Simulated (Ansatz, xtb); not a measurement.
**Relative energy of two structures of C2H6Ga+**

Structure I is a singlet given by its coordinates and structure II is a singlet given by its coordinates. Both are isolated ions in the gas phase, relaxed with B3LYP/6-31G*.

I (Å):

```xyz
9

C    -2.1341    2.3137    1.1515
C    -0.6798    0.6865   -2.0496
Ga   -1.4068    1.5002   -0.4490
H    -1.9466    1.6511    2.0029
H    -1.6439    3.2794    1.3129
H    -3.2114    2.4575    1.0183
H    -0.2223   -0.2722   -1.7838
H     0.0738    1.3560   -2.4771
H    -1.4916    0.5285   -2.7673
```

Close contacts (Å): C1–Ga3 1.94, C2–Ga3 1.94, C1–H4 1.09, C1–H5 1.09, C1–H6 1.09, C2–H7 1.09, C2–H8 1.09, C2–H9 1.09.

II (Å):

```
atom    x (Å)   y (Å)    z (Å)
   C  -1.8484  1.1565   0.5667
   C  -1.8200  1.8749  -0.7974
  Ga  -0.1261  1.6604  -1.7557
   H  -2.8305  1.3364   1.0180
   H  -1.0944  1.5415   1.2588
   H  -1.7245  0.0740   0.4728
   H  -1.9569  2.9599  -0.7058
   H  -2.5847  1.4984  -1.4886
   H   1.2336  1.4680  -2.4873
```

Close contacts (Å): C1–C2 1.54, C2–Ga3 1.96, C1–H4 1.10, C1–H5 1.09, C1–H6 1.09, C2–H7 1.10, C2–H8 1.10, Ga3–H9 1.56.

Q: Which of the two would you expect CCSD(T)/def2-TZVP electronic energies to favour?

A: Structure I; the calculation gives E(II) − E(I) = +20.4 kcal/mol.

How the difference moves with the method:

```csv
level,geometry,E(II) − E(I) (kcal/mol),departure from the last row (kcal/mol),"job, with rough time for the two"
GFN2-xTB,GFN2-xTB,+11.9,−8.5,"optimisation, 0.15 s"
HF/STO-3G,GFN2-xTB,+23.4,+3.0,"single point, 0.92 s"
r2SCAN-D4/def2-SVP,GFN2-xTB,+18.8,−1.7,"single point, 5.7 s"
B3LYP/6-31G*,B3LYP/6-31G*,+19.7,−0.7,"optimisation, 29 s"
HF/def2-TZVP,B3LYP/6-31G*,+18.4,−2.0,part of the CCSD(T) run
MP2/def2-TZVP,B3LYP/6-31G*,+21.6,+1.1,part of the CCSD(T) run
CCSD(T)/def2-TZVP,B3LYP/6-31G*,+20.4,,"single point, 82 s"
```

None of the levels shown reverses the order. The largest departure from CCSD(T)/def2-TZVP is that of GFN2-xTB, 8.5 kcal/mol. A small imaginary or near-zero mode remains, so no thermal terms are given.

The correlated steps freeze 11 core orbitals; the filled d shell of Ga is correlated, in a basis made for valence electrons. Codes used: Ansatz 0.2.0, xtb 6.7.1; the last row on 1 thread of Arm Neoverse V2 on a shared host.
